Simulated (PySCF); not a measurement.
BrCl. Atoms are numbered in the order given.

```xyz
2

Cl     0.0000     0.0000    -1.4574
Br     0.0000     0.0000     0.7079
```
Charge 0, spin multiplicity 1.

Coordinates come from a B3LYP-D3(BJ)/def2-TZVP optimisation.

All values below come from B3LYP/def2-TZVPD in PySCF.

The molecule is in vacuum.

```
Item                                                                                                           Result
---------------------------------------------------------------------------------------------  ----------------------
total energy                                                                                      -3034.39281 hartree
point group                                                                                                       C∞v
highest occupied level                                                                                       -8.19 eV
lowest empty level                                                                                           -3.88 eV
orbital gap                                                                                                   4.31 eV
dipole moment                                                                                                  0.48 D
quadrupole, principal values (traceless, Buckingham form, about the centre of nuclear charge)  -1.81, -1.81, 3.62 D·Å
mean static polarisability                                                                       38.6 bohr³ (5.72 Å³)
polarisability, principal values                                                               31.6, 31.6, 52.7 bohr³
```
